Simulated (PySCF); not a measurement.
Job file and geometry (Å, from GFN2-xTB) of an NMR shielding run on `C=C=C(C)[C@@H](Cl)CC`, C$_{7}$H$_{11}$Cl, GIAO PBE0/pcSseg-1 NMR shielding, non-relativistic, gas phase (PySCF); density fitting, a coarse starting grid and PySCF grid level 2 are the driver's defaults:

```
$ OMP_NUM_THREADS=1 python probes_run.py task.json out

{"job": {"kind": "nmr", "xc": "PBE0", "basis": "pcSseg-1"}, "charge": 0, "multiplicity": 1}
C      2.458456    -0.364710     1.560353
C      1.678144     0.022420     0.604021
C      0.903632     0.432053    -0.358940
C      1.418597     1.275325    -1.493099
C     -0.547112     0.048128    -0.429516
Cl    -0.698200    -1.284558    -1.650550
C     -1.133917    -0.414428     0.895943
C     -2.627083    -0.703766     0.807555
H      2.593549     0.218423     2.458125
H      3.009517    -1.290436     1.503063
H      2.492743     1.415114    -1.409767
H      0.932983     2.251138    -1.484630
H      1.194138     0.790329    -2.441932
H     -1.134034     0.871379    -0.846780
H     -0.953446     0.377979     1.627258
H     -0.600059    -1.305539     1.231416
H     -2.819196    -1.502711     0.096177
H     -3.171478     0.181607     0.485950
H     -3.007037    -1.008497     1.779232
```

Question: Write the output of this run.

Answer: 
```
coarse grid: 16048 points
cycle   1  E = -732.8717233552  dE =  8.675e-01  |g| = 4.301e-01  |ddm| = 4.049e+00
cycle   2  E = -732.8709153119  dE =  8.080e-04  |g| = 4.585e-01  |ddm| = 8.861e-01
cycle   3  E = -732.9215737085  dE = -5.066e-02  |g| = 7.329e-02  |ddm| = 4.919e-01
cycle   4  E = -732.9225704433  dE = -9.967e-04  |g| = 3.821e-02  |ddm| = 1.104e-01
cycle   5  E = -732.9229272416  dE = -3.568e-04  |g| = 9.692e-03  |ddm| = 4.903e-02
cycle   6  E = -732.9229495965  dE = -2.235e-05  |g| = 2.301e-03  |ddm| = 9.717e-03
cycle   7  E = -732.9229507883  dE = -1.192e-06  |g| = 8.283e-04  |ddm| = 2.971e-03
final grid: 149296 points
cycle   8  E = -732.9723126579  dE = -5.038e-05  |g| = 8.895e-03  |ddm| = 4.975e-02
cycle   9  E = -732.9723089589  dE =  3.699e-06  |g| = 9.535e-03  |ddm| = 1.798e-02
cycle  10  E = -732.9723320621  dE = -2.310e-05  |g| = 1.438e-03  |ddm| = 1.029e-02
cycle  11  E = -732.9723325187  dE = -4.566e-07  |g| = 3.994e-04  |ddm| = 2.046e-03
cycle  12  E = -732.9723325558  dE = -3.709e-08  |g| = 1.171e-04  |ddm| = 4.498e-04
cycle  13  E = -732.9723325591  dE = -3.274e-09  |g| = 3.286e-05  |ddm| = 1.591e-04
cycle  14  E = -732.9723325594  dE = -2.585e-10  |g| = 7.465e-06  |ddm| = 3.455e-05
converged SCF energy = -732.9723325594

GIAO shielding tensors (ppm)
atom      isotropic    diamagn.    paramagn.     s11        s22        s33       span
  0 C      105.661     263.972    -158.311     15.961    130.491    170.531    154.570
  1 C      -32.852     261.132    -293.985    -68.130    -30.484      0.056     68.186
  2 C       77.240     261.617    -184.377     -3.288     85.667    149.343    152.630
  3 C      165.619     242.865     -77.246    149.089    162.871    184.897     35.808
  4 C      115.504     249.489    -133.985     83.627    126.746    136.138     52.511
  5 Cl     766.345    1149.441    -383.096    566.682    659.708   1072.645    505.964
  6 C      152.332     247.939     -95.608    140.787    147.968    168.241     27.454
  7 C      172.462     245.301     -72.839    160.119    169.572    187.694     27.576
  8 H       26.622      30.805      -4.183     24.420     24.707     30.738      6.318
  9 H       26.609      30.465      -3.856     24.461     24.757     30.609      6.149
 10 H       29.842      28.411       1.432     25.328     27.959     36.240     10.912
 11 H       29.952      28.432       1.521     25.761     27.882     36.214     10.453
 12 H       29.289      28.549       0.740     24.067     29.978     33.821      9.754
 13 H       27.929      33.783      -5.854     24.911     26.553     32.322      7.411
 14 H       30.000      32.928      -2.928     24.281     30.104     35.616     11.334
 15 H       29.796      32.598      -2.802     25.096     29.992     34.298      9.202
 16 H       29.989      29.503       0.486     24.563     30.872     34.533      9.971
 17 H       30.948      29.261       1.687     26.533     28.723     37.588     11.055
 18 H       30.553      27.731       2.822     25.620     27.685     38.354     12.735
```

Question: Turn these shieldings into chemical shifts. Shifts are taken against calculated references (same method and geometry level): ¹³C (σref 186.93) and ¹H (σref 31.72) vs TMS; ³⁵Cl (σref 949.78) vs HCl.

Answer: Averaging equivalent atoms: C 1: 219.8; C 2: 109.7; C 0: 81.3; C 4: 71.4; C 6: 34.6; C 3: 21.3; C 7: 14.5; Cl 5: 183; H 8/9: 5.10; H 13: 3.79; H 10/11/12: 2.02; H 15: 1.92; H 14: 1.72; H 16/17/18: 1.22 ppm. 

Size and cost of the density-fitted run: 198 basis functions, 53 s wall time on 1 thread of an Intel Xeon Platinum 8259CL, shared host; peak memory 0.87 GiB.
